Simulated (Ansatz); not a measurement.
Frontier orbitals of C2HClF4, SMILES `FC(Cl)C(F)(F)F`.

Total charge 0; spin multiplicity 1. The structure was optimised at the PBE0-D4/def2-TZVP level. Basis def2-TZVPP, Ansatz 0.2.0.

Orbital energies of one run (eV). Highest occupied ones, from the top: -12.36, -12.77, -14.03, -14.42, -15.19, -15.76, -15.80, -16.41, -16.79, -16.89, -17.84, -18.80, -20.24, -20.53. Empty: 2.66, 3.52, 4.11, 5.88, 6.01, 6.95.

Question: Which functional gave them?
A. HSE06 (plane-wave form)
B. revPBE
C. ωB97X-V
D. LC-ωPBE

Answer: D. HOMO energies: LC-ωPBE -12.36, ωB97X-V -11.98, HSE06 -9.07, revPBE -7.87 eV.

LC-ωPBE has ω = 0.4 bohr⁻¹.
